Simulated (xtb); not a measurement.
xtb input (GFN-FF):

```bash
xtb mol.xyz --gfnff --opt tight --chrg 0 --uhf 0
```
mol.xyz:
```
17

C     -1.89195236     1.97784107     0.80394835
C     -1.19484140     0.71632844     1.31323919
Ge    -0.01079984    -0.08083326    -0.02626114
Cl    -1.24313748    -0.74514285    -1.69843681
Cl     0.89514121    -1.85949555     0.85224102
C      1.42873875     1.03431684    -0.74448897
C      2.36440438     1.55830800     0.34487693
H     -2.49646369     1.76751204    -0.07940766
H     -2.55311975     2.39037758     1.56848984
H     -1.17404001     2.75671152     0.53827592
H     -0.58096670     0.92198739     2.19262241
H     -1.91358803    -0.05396319     1.59437402
H      0.95124671     1.84943750    -1.29224098
H      1.96314641     0.42489148    -1.47386671
H      2.83141279     0.73947258     0.89387766
H      3.16176747     2.16515177    -0.08848795
H      1.83403993     2.18317235     1.06659519
```

End of the output:

```
         :::::::::::::::::::::::::::::::::::::::::::::::::::::
         ::                     SUMMARY                     ::
         :::::::::::::::::::::::::::::::::::::::::::::::::::::
         :: total energy              -2.094131468712 Eh    ::
         :: gradient norm              0.000141249615 Eh/a0 ::
         ::.................................................::
         :: bond energy               -2.178366533121 Eh    ::
         :: angle energy               0.013786232179 Eh    ::
         :: torsion energy            -0.000578249903 Eh    ::
         :: repulsion energy           0.112177752944 Eh    ::
         :: electrostat energy        -0.028467494248 Eh    ::
         :: dispersion energy         -0.011882375440 Eh    ::
         :: HB energy                  0.000000000000 Eh    ::
Note: The following floating-point exceptions are signalling: IEEE_UNDERFLOW_FLAG IEEE_DENORMAL
normal termination of xtb
         :: XB energy                  0.000000000000 Eh    ::
         :: bonded atm energy         -0.000800801123 Eh    ::
         :: external energy            0.000000000000 Eh    ::
         :: add. restraining           0.000000000000 Eh    ::
         :: total charge              -0.000000000000 e     ::
         :::::::::::::::::::::::::::::::::::::::::::::::::::::

           -------------------------------------------------
          |                Property Printout                |
           -------------------------------------------------

molecular dipole:
                 x           y           z       tot (Debye)
 q only:        0.195       1.435       0.480       3.877
           -------------------------------------------------
          |                Geometry Summary                 |
           -------------------------------------------------

      molecular mass/u    :      201.6557764
   center of mass at/Å    :       -0.0159452      -0.0962520      -0.0423131
  moments of inertia/u·Å² :        0.4114440E+03   0.4363667E+03   0.5668507E+03
rotational constants/cm⁻¹ :        0.4097188E-01   0.3863180E-01   0.2973910E-01

 * 16 selected distances

     #   Z          #   Z                                           value/Å
     1   6 C        2   6 C                                       1.5035584
     2   6 C        3  32 Ge                                      1.9542680
     3  32 Ge       4  17 Cl                                      2.1535356 (max)
     3  32 Ge       5  17 Cl                                      2.1533550
     3  32 Ge       6   6 C                                       1.9542253
     6   6 C        7   6 C                                       1.5035916
     1   6 C        8   1 H                                       1.0922987
     1   6 C        9   1 H                                       1.0928465
     1   6 C       10   1 H                                       1.0922171
     2   6 C       11   1 H                                       1.0916303
     2   6 C       12   1 H                                       1.0915958 (min)
     6   6 C       13   1 H                                       1.0916693
     6   6 C       14   1 H                                       1.0916122
     7   6 C       15   1 H                                       1.0923431
     7   6 C       16   1 H                                       1.0928708
     7   6 C       17   1 H                                       1.0922457

 * 4 distinct bonds (by element types)

   Z      Z             #   av. dist./Å        max./Å        min./Å
   1 H    6 C          10     1.0921330     1.0928708     1.0915958
   6 C    6 C           2     1.5035750     1.5035916     1.5035584
   6 C   32 Ge          2     1.9542467     1.9542680     1.9542253
  17 Cl  32 Ge          2     2.1534453     2.1535356     2.1533550

optimized geometry written to: xtbopt.xyz

           -------------------------------------------------
          | TOTAL ENERGY               -2.094131468712 Eh   |
          | GRADIENT NORM               0.000141249615 Eh/α |
           -------------------------------------------------
########################################################################
[WARNING] Runtime exception occurred
-1- gfnff_setup: Could not read topology file.
########################################################################

------------------------------------------------------------------------
------------------------------------------------------------------------
 total:
 SCF:
 ANC optimizer:
```
